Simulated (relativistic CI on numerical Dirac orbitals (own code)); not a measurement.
**d5 in a ligand field**

Computed with a parametric ligand-field model of a d^n configuration (Racah B and C, spin-orbit zeta, crystal field), exact diagonalisation.

Field parameters in Wybourne normalisation: Oh B⁴₀ = 21Dq, B⁴₄ = √(5/14) B⁴₀. The field is a parameter set, without covalency.

Task: Ground term and bands for B = 500, C = 2020, ζ = 0 cm⁻¹, Oh, 10Dq = 17500 cm⁻¹?

Result: Ground term 2T2 with 0.05 electrons in the two orbitals of the cubic e set. Spin-allowed: 2A2 15025 cm⁻¹ (666 nm), 2T1 15204 cm⁻¹ (658 nm), 2T2 16470 cm⁻¹ (607 nm), 2E 17593 cm⁻¹ (568 nm). Lowest spin-forbidden: 4T1 7939 cm⁻¹ (1260 nm), 6A1 8600 cm⁻¹ (1163 nm), 4T2 11628 cm⁻¹ (860 nm).

Task: Ground term and bands for B = 500, C = 2020, ζ = 0 cm⁻¹, Oh, 10Dq = 11500 cm⁻¹?

Result: Ground term 6A1 with 2.00 electrons in the two orbitals of the cubic e set. Spin-allowed: none. Lowest spin-forbidden: 2T2 3033 cm⁻¹ (3298 nm), 4T1 5239 cm⁻¹ (1909 nm), 4T2 8684 cm⁻¹ (1152 nm). A high-spin d5 ion has no spin-allowed d-d band, hence its pale colour.

Task: Ground term and bands for B = 500, C = 2020, ζ = 0 cm⁻¹, Oh, 10Dq = 14500 cm⁻¹?

Result: Ground term 2T2 with 0.06 electrons in the two orbitals of the cubic e set. Spin-allowed: 2A2 12139 cm⁻¹ (824 nm), 2T1 12318 cm⁻¹ (812 nm), 2T2 13507 cm⁻¹ (740 nm), 2E 14635 cm⁻¹ (683 nm). Lowest spin-forbidden: 6A1 2760 cm⁻¹, 4T1 5057 cm⁻¹ (1977 nm), 4T2 8655 cm⁻¹ (1155 nm).

Task: Ground term and bands for B = 500, C = 2020, ζ = 0 cm⁻¹, Oh, 10Dq = 8500 cm⁻¹?

Result: Ground term 6A1 with 2.00 electrons in the two orbitals of the cubic e set. Spin-allowed: none. Lowest spin-forbidden: 4T1 8155 cm⁻¹ (1226 nm), 2T2 8753 cm⁻¹ (1143 nm), 4T2 11309 cm⁻¹ (884 nm). A high-spin d5 ion has no spin-allowed d-d band, hence its pale colour.

Task: Ground term and bands for B = 500, C = 2020, ζ = 0 cm⁻¹, Oh, 10Dq = 9500 cm⁻¹?

Result: Ground term 6A1 with 2.00 electrons in the two orbitals of the cubic e set. Spin-allowed: none. Lowest spin-forbidden: 2T2 6857 cm⁻¹ (1458 nm), 4T1 7187 cm⁻¹ (1391 nm), 4T2 10462 cm⁻¹ (956 nm). A high-spin d5 ion has no spin-allowed d-d band, hence its pale colour.
